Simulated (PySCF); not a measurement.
## Name the molecule from its bond curve

A diatomic of charge +1 contains Sb. Its doublet curve at PBE0 in a double-zeta basis (spin-free X2C with a Gaussian nucleus, PySCF), in eV from the separated fragments:

```
R (Å)  E (eV)
1.621  -2.361
1.696  -3.315
1.772  -3.829
1.828  -4.007
1.885  -4.052
1.942  -3.998
2.017  -3.815
2.111  -3.468
2.224  -2.959
2.375  -2.228
```

The fit gives ωe = 725 cm⁻¹ and the rotational constant Bₑ = 0.2905 cm⁻¹.

Task: Which atom is the partner?

Result: The minimum lies at 1.880 Å, so the reduced mass is 16.8576 u Å² cm⁻¹/(Bₑ·Re²) = 16.42 u. With Sb at 120.90 u the partner weighs about 19.0 u: F. The molecule is SbF⁺.

Spin–orbit coupling is left out. The state is the lowest determinant that a PBE0 search found; another state may lie lower at other levels.
